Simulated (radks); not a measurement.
Isoelectronic series with 14 electrons, each ion in its NIST ground configuration. Calculated with a radial shooting solver on a logarithmic mesh with Libxc functionals: non-relativistic Kohn-Sham, TPSS, spin-polarised, spherical densities, point nucleus; open shells are filled with parallel spins first (spin-orbit coupling, left out, can overturn this in heavy ions); meta-GGA in the generalised Kohn-Sham scheme. Total energies (hartree) and orbital eigenvalues (eV) (* marks an orbital that is empty in some or all of the ions):

Si: configuration [Ne] 3s2 3p2; E (hartree) -289.39469; 3p down* -2.9651; 3p up -4.6920; 3s down -9.5828
Cl3+: configuration [Ne] 3s2 3p2; E (hartree) -457.36530; 3p down* -43.0816; 3p up -46.5184; 3s down -56.7476
Ca6+: configuration [Ne] 3s2 3p2; E (hartree) -665.52958; 3p down* -112.8538; 3p up -117.7447; 3s down -133.4061
V9+: configuration [Ne] 3s2 3p2; E (hartree) -913.77647; 3p down* -210.6796; 3p up -216.9600; 3s down -238.0651
Fe12+: configuration [Ne] 3s2 3p2; E (hartree) -1202.06770; 3p down* -336.1252; 3p up -343.7687; 3s down -370.3194
Cu15+: configuration [Ne] 3s2 3p2; E (hartree) -1530.38580; 3p down* -489.0143; 3p up -498.0078; 3s down -530.0035
Ge18+: configuration [Ne] 3s2 3p2; E (hartree) -1898.72150; 3p down* -669.2604; 3p up -679.5962; 3s down -717.0360
Br21+: configuration [Ne] 3s2 3p2; E (hartree) -2307.06940; 3p down* -876.8154; 3p up -888.4888; 3s down -931.3718
Sr24+: configuration [Ne] 3s2 3p2; E (hartree) -2755.42612; 3p down* -1111.651; 3p up -1124.659; 3s down -1172.984
Nb27+: configuration [Ne] 3s2 3p2; E (hartree) -3243.78943; 3p down* -1373.748; 3p up -1388.088; 3s down -1441.854
Ru30+: configuration [Ne] 3s2 3p2; E (hartree) -3772.15779; 3p down* -1663.094; 3p up -1678.765; 3s down -1737.972
Ag33+: configuration [Ne] 3s2 3p2; E (hartree) -4340.53011; 3p down* -1979.681; 3p up -1996.681; 3s down -2061.328
Sn36+: configuration [Ne] 3s2 3p2; E (hartree) -4948.90561; 3p down* -2323.503; 3p up -2341.832; 3s down -2411.918
I39+: configuration [Ne] 3s2 3p2; E (hartree) -5597.28367; 3p down* -2694.555; 3p up -2714.211; 3s down -2789.736
Ba42+: configuration [Ne] 3s2 3p2; E (hartree) -6285.6639; 3p down* -3092.833; 3p up -3113.817; 3s down -3194.781
Pr45+: configuration [Ne] 3s2 3p2; E (hartree) -7014.0458; 3p down* -3518.336; 3p up -3540.646; 3s down -3627.048
Sm48+: configuration [Ne] 3s2 3p2; E (hartree) -7782.4292; 3p down* -3971.060; 3p up -3994.697; 3s down -4086.536
Tb51+: configuration [Ne] 3s2 3p2; E (hartree) -8590.8139; 3p down* -4451.005; 3p up -4475.968; 3s down -4573.245
Er54+: configuration [Ne] 3s2 3p2; E (hartree) -9439.1997; 3p down* -4958.169; 3p up -4984.457; 3s down -5087.171
Lu57+: configuration [Ne] 3s2 3p2; E (hartree) -10327.5864; 3p down* -5492.550; 3p up -5520.165; 3s down -5628.316
W60+: configuration [Ne] 3s2 3p2; E (hartree) -11255.9740; 3p down* -6054.149; 3p up -6083.089; 3s down -6196.676
Ir63+: configuration [Ne] 3s2 3p2; E (hartree) -12224.3622; 3p down* -6642.965; 3p up -6673.229; 3s down -6792.253
